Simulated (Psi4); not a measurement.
thiophene (C₄H₄S), singlet, at a GFN2-xTB geometry; SCS-MP2/6-31G* (Psi4 1.11).

The Psi4 input:
```
memory 2 GB

molecule {
0 1
  S     0.00863827   -0.00734061    1.19288588
  C     0.00298819    1.22583323   -0.00509457
  C    -0.00317090   -1.22567797   -0.02013572
  C    -0.00738740    0.71507349   -1.26119565
  C    -0.01094132   -0.69949816   -1.26987470
  H     0.00773103    2.25348024    0.29900803
  H    -0.00360091   -2.25698993    0.27133421
  H    -0.01235842    1.31824779   -2.15134971
  H    -0.01891549   -1.29167192   -2.16736278
}

set basis 6-31g*

energy('scs-mp2')
print_variables()
```

Question: What does Psi4 print? Leave out banner, timings and long lists.

Answer: 
```
   => Loading Basis Set <=

    Name: 6-31G*
    Role: ORBITAL
    Keyword: BASIS

         ---------------------------------------------------------
                                   SCF
               by Justin Turney, Rob Parrish, Andy Simmonett
                          and Daniel G. A. Smith
                              RHF Reference
         ---------------------------------------------------------

  ==> Geometry <==

    Molecular point group: c1
    Full point group: C1

    Geometry (in Angstrom), charge = 0, multiplicity = 1:

       Center              X                  Y                   Z               Mass
    ------------   -----------------  -----------------  -----------------  -----------------
         S            0.008320544273    -0.007070611886     1.149009983675    31.972071174400
         C            0.002670464273     1.226103228114    -0.048970466325    12.000000000000
         C           -0.003488625727    -1.225407971886    -0.064011616325    12.000000000000
         C           -0.007705125727     0.715343488114    -1.305071546325    12.000000000000
         C           -0.011259045727    -0.699228161886    -1.313750596325    12.000000000000
         H            0.007413304273     2.253750238114     0.255132133675     1.007825032230
         H           -0.003918635727    -2.256719931886     0.227458313675     1.007825032230
         H           -0.012676145727     1.318517788114    -2.195225606325     1.007825032230
         H           -0.019233215727    -1.291401921886    -2.211238676325     1.007825032230

  Running in c1 symmetry.

  Rotational constants: A =      0.27299  B =      0.18059  C =      0.10869 [cm^-1]
  Rotational constants: A =   8183.94486  B =   5414.01250  C =   3258.42909 [MHz]
  Nuclear repulsion =  203.525791527097596

  Charge       = 0
  Multiplicity = 1
  Electrons    = 44
  Nalpha       = 22
  Nbeta        = 22

  ==> Algorithm <==

  SCF Algorithm Type is PK.
  DIIS enabled.
  MOM disabled.
  Fractional occupation disabled.
  Guess Type is SAD.
  Energy threshold   = 1.00e-08
  Density threshold  = 1.00e-08
  Integral threshold = 1.00e-12

  ==> Primary Basis <==

  Basis Set: 6-31G*
    Blend: 6-31G*
    Number of shells: 40
    Number of basis functions: 87
    Number of Cartesian functions: 87
    Spherical Harmonics?: false
    Max angular momentum: 2

  ==> Integral Setup <==

  Using in-core PK algorithm.
   Calculation information:
      Number of atoms:                   9
[...]
  @RHF Final Energy:  -551.28965776685357
    Total Energy =                       -551.2896577668535656
  DIE_IF_NOT_CONVERGED          => (empty)
[...]
  WRITER_FILE_LABEL             => (empty)
  ZORA_BASIS_TOLERANCE          => (empty)
  ZORA_NR_DEBUG                 => (empty)
  ZORA_PRUNING_SCHEME           => (empty)
  ZORA_RADIAL_POINTS            => (empty)
  ZORA_SPHERICAL_POINTS         => (empty)

 ==============================================================================
 ==============================================================================
 ==============================================================================

                             MP2
                    Program Written by Ugur Bozkaya,
              Additional Contributions by J. P. Misiewicz

 ==============================================================================
 ==============================================================================
 ==============================================================================

	MO spaces per irreps...

	IRREP   FC    OCC   VIR  FV
	==============================
	   A     0    22    65    0
	==============================

	Cost of iabc is     40 MB
	Cost of abcd is    136 MB
	Switching to the incore algorithm for iabc..
	Switching to the incore algorithm for abcd..

	Computing MP2 energy using SCF MOs (Canonical MP2)...
	==============================================================================
	Nuclear Repulsion Energy (a.u.)    :   203.52579152709760
	SCF Energy (a.u.)                  :  -551.28965776685357
	REF Energy (a.u.)                  :  -551.28965776685357
	Alpha-Alpha Contribution (a.u.)    :    -0.08789079551181
	Alpha-Beta Contribution (a.u.)     :    -0.48952029693032
	Beta-Beta Contribution (a.u.)      :    -0.08789079551181
	Scaled_SS Correlation Energy (a.u.):    -0.05859386367454
	Scaled_OS Correlation Energy (a.u.):    -0.58742435631638
	SCS-MP2 Total Energy (a.u.)        :  -551.93567598684456
	SOS-MP2 Total Energy (a.u.)        :  -551.87708212317000
	SCSN-MP2 Total Energy (a.u.)       :  -551.59903336705509
	SCS-MP2-VDW Total Energy (a.u.)    :  -552.00413454243619
	SOS-PI-MP2 Total Energy (a.u.)     :  -551.97498618255599
	MP2 Correlation Energy (a.u.)      :    -0.66530188795393
	MP2 Total Energy (a.u.)            :  -551.95495965480745
	==============================================================================

  Variable Map:
  ----------------------------------------------------------------------------
[...]
  Array Variable Map:
  ----------------------------------------------------------------------------
[...]
[...]
```
